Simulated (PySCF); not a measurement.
B3LYP has the VWN-RPA correlation part, as in Gaussian. 

```xyz
7

S     -0.3901     2.2161     0.0648
Ga     0.3232     0.1243    -0.0162
S     -1.0138    -1.6349     0.1313
S      2.4963    -0.1918    -0.2588
H     -1.6814     1.8758     0.2138
H     -2.1385    -0.9088     0.2476
H      2.3907    -1.5320    -0.2526
```

Charge 0, multiplicity 1.

Problem. Give the Mulliken and meta-Löwdin atomic charges from B3LYP-D3(BJ)/def2-TZVP in PySCF 2.14.0.

Solution. 
```json
[
 {"atom": "S1", "Mulliken (e)": "-0.27", "meta-Löwdin (e)": "-0.25"},
 {"atom": "Ga2", "Mulliken (e)": "0.41", "meta-Löwdin (e)": "0.44"},
 {"atom": "S3", "Mulliken (e)": "-0.27", "meta-Löwdin (e)": "-0.26"},
 {"atom": "S4", "Mulliken (e)": "-0.28", "meta-Löwdin (e)": "-0.25"},
 {"atom": "H5", "Mulliken (e)": "0.14", "meta-Löwdin (e)": "0.10"},
 {"atom": "H6", "Mulliken (e)": "0.14", "meta-Löwdin (e)": "0.10"},
 {"atom": "H7", "Mulliken (e)": "0.15", "meta-Löwdin (e)": "0.11"}
]
```
